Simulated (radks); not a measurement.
Results of a calculation; reference values are marked as such.
All-electron atom: a nucleus of charge 21.2 with 21 electrons in [Ar] 3d1 4s2. Level of theory: Dirac Kohn-Sham, PBE, spin-unpolarised, spherical densities, finite nucleus; open shells fill j = l - 1/2 first; Fermi nuclear charge, rms radius 3.5459 fm (a radial shooting solver on a logarithmic mesh with Libxc functionals).

Unscreened Slater integrals over Kohn-Sham orbitals (hartree). Large and small components are both included. Empty in this configuration: 3d5/2.

\begin{tabular}{lr}
integral & value \\ \hline
F0(3d3/2,3d3/2) & 0.55190 \\
F2(3d3/2,3d3/2) & 0.24534 \\
F0(3d3/2,4s1/2) & 0.31266 \\
G2(3d3/2,4s1/2) & 0.056854 \\
F0(3d3/2,3p3/2) & 0.64678 \\
F2(3d3/2,3p3/2) & 0.29395 \\
G1(3d3/2,3p3/2) & 0.36508 \\
G3(3d3/2,3p3/2) & 0.21752 \\
F0(3d3/2,3p1/2) & 0.64851 \\
G1(3d3/2,3p1/2) & 0.36558 \\
F0(3d3/2,3d5/2) & 0.55106 \\
F2(3d3/2,3d5/2) & 0.24494 \\
G2(3d3/2,3d5/2) & 0.24486 \\
G4(3d3/2,3d5/2) & 0.15054 \\
F0(4s1/2,4s1/2) & 0.25474 \\
F0(4s1/2,3p3/2) & 0.32793 \\
G1(4s1/2,3p3/2) & 0.019839 \\
F0(4s1/2,3p1/2) & 0.32813 \\
G1(4s1/2,3p1/2) & 0.019643 \\
F0(4s1/2,3d5/2) & 0.31251 \\
G2(4s1/2,3d5/2) & 0.057137 \\
F0(3p3/2,3p3/2) & 0.78690 \\
F2(3p3/2,3p3/2) & 0.39468 \\
F0(3p3/2,3p1/2) & 0.78961 \\
G2(3p3/2,3p1/2) & 0.39587 \\
F0(3p3/2,3d5/2) & 0.64558 \\
F2(3p3/2,3d5/2) & 0.29323 \\
G1(3p3/2,3d5/2) & 0.36418 \\
G3(3p3/2,3d5/2) & 0.21697 \\
F0(3p1/2,3p1/2) & 0.79235 \\
F0(3p1/2,3d5/2) & 0.64731 \\
G3(3p1/2,3d5/2) & 0.21710 \\
F0(3d5/2,3d5/2) & 0.55022 \\
F2(3d5/2,3d5/2) & 0.24454 \\
F4(3d5/2,3d5/2) & 0.15034 \\
\end{tabular}
